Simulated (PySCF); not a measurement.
Telling isomers of C5H10OSi apart by NMR

Theory: shielding tensors at PBE0/pcSseg-1 (GIAO), structure optimised with GFN2-xTB, in PySCF 2.14 (one averaged value for each set of equivalent atoms, isolated molecule, one conformer, non-relativistic).

δ = σ(ref) − σ, references computed at the same level: TMS for ¹H (σref 31.72) and ¹³C (σref 186.93). Where no couplings were computed, multiplicities follow the n + 1 count of equivalent neighbours, and m marks all less simple cases (inequivalent or close neighbours, rings, F or P nearby). Shifts are as computed. Against solution values, carbons near 30 ppm lie about +3 ppm off and those near 130 ppm about +5 ppm. Of 1211 compounds with measured shifts, 218 miss one by over three times the rms of a fit or turn the order of signals round; such compounds aren't used in these exercises.

(1) Tabulate the signals of `CC#CC[SiH2]OC`, `O=C[SiH2]C1CCC1` and their relative energies.

(2) What is the quickest way to tell CC#CC[SiH2]OC from O=C[SiH2]C1CCC1?

## Answers

(1) 
| SMILES | carbon types | δC | δH | E rel. (kcal/mol) |
| --- | --- | --- | --- | --- |
| CC#CC[SiH2]OC | 2×C 1×CH2 2×CH3 | 80.2, 78.9, 53.9, 5.1, 4.9 | 4.79 (t, 2H), 3.76 (s, 3H), 2.01 (t, 2H), 1.91 (s, 3H) | 0.0 |
| O=C[SiH2]C1CCC1 | 2×CH 3×CH2 | 245.3, 23.4, 20.3, 14.2 | 12.31 (t, 1H), 4.18 (m, 2H), 2.55 (m, 2H), 2.32 (m, 1H), 2.29 (m, 1H), 2.06 (m, 1H), 1.79 (m, 2H) | 11.3 |

Energies are electronic energies at PBE0/pcSseg-1 on these geometries, without zero-point or thermal terms, each for the one conformer computed, which needn't be the lowest.

(2) Count the carbon signals: 5 against 4. The first has an alkyne carbon (C) at 80.2 ppm, the second a carbonyl carbon (CH) at 245.3 ppm. In the proton spectra the most deshielded non-exchanging signals are 4.79 (t, 2H) and 12.31 (t, 1H).
